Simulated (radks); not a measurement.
Neutral iridium inside a hard spherical wall (all orbitals vanish at R), configuration held at [Xe] 4f14 5d7 6s2 and not refilled when levels cross. Calculated with a radial shooting solver on a logarithmic mesh with Libxc functionals: scalar-relativistic Kohn-Sham, LDA (Slater exchange, VWN5 correlation), spin-polarised, spherical densities, finite nucleus; open shells are filled with parallel spins first (spin-orbit coupling, left out, can overturn this in heavy ions); Fermi nuclear charge, rms radius 5.4032 fm. Eigenvalues in eV for spin up, with the zero of energy where the potential of the charges vanishes at infinity; a dash marks a level that is unbound or too diffuse for the functional's potential to be trusted. A positive occupied level is held by the wall or, in an anion where self-interaction has pushed it up, behind a barrier. The pressure on the wall is -dE/dV.

R (bohr) = free: E (hartree) -17814.1393; kinetic (hartree) 19790.990; e(4f) -62.605; e(5p) -55.589; e(5d) -8.068; e(6s) -6.957; e(6p, empty) -1.486; e(7s, empty) -0.022; pressure (GPa) 0
R (bohr) = 20: E (hartree) -17814.1393; kinetic (hartree) 19790.990; e(4f) -62.605; e(5p) -55.589; e(5d) -8.068; e(6s) -6.957; e(6p, empty) -1.486; e(7s, empty) 0.097; pressure (GPa) < 0.0001
R (bohr) = 12: E (hartree) -17814.1393; kinetic (hartree) 19790.990; e(4f) -62.604; e(5p) -55.588; e(5d) -8.067; e(6s) -6.956; e(6p, empty) -1.466; e(7s, empty) 0.760; pressure (GPa) 0.000184
R (bohr) = 10: E (hartree) -17814.1392; kinetic (hartree) 19790.991; e(4f) -62.594; e(5p) -55.578; e(5d) -8.058; e(6s) -6.948; e(6p, empty) -1.402; e(7s, empty) 1.543; pressure (GPa) 0.00402
R (bohr) = 8: E (hartree) -17814.1374; kinetic (hartree) 19791.009; e(4f) -62.500; e(5p) -55.485; e(5d) -7.970; e(6s) -6.865; e(6p, empty) -1.107; e(7s, empty) 3.638; pressure (GPa) 0.0921
R (bohr) = 6: E (hartree) -17814.1119; kinetic (hartree) 19791.195; e(4f) -61.747; e(5p) -54.753; e(5d) -7.298; e(6s) -6.163; e(6p, empty) 0.413; e(7s, empty) 10.583; pressure (GPa) 2.40
R (bohr) = 3: E (hartree) -17811.8837; kinetic (hartree) 19800.816; e(4f) -43.605; e(5p) -39.056; e(5d) 8.514; e(6s) 18.723; e(6p, empty) 36.154; e(7s, empty) 108.67; pressure (GPa) 1020
R (bohr) = 2: E (hartree) -17797.4253; kinetic (hartree) 19854.413; e(4f) 2.631; e(5p) 0.602; e(5d) 57.952; e(6s) 122.65; e(6p, empty) 162.24; e(7s, empty) 373.58; pressure (GPa) 22900
R (bohr) = 1.5: E (hartree) -17752.7247; kinetic (hartree) 20002.934; e(4f) 77.878; e(5p) 84.714; e(5d) 163.35; e(6s) 356.24; e(6p, empty) 421.05; e(7s, empty) 858.46; pressure (GPa) 186000
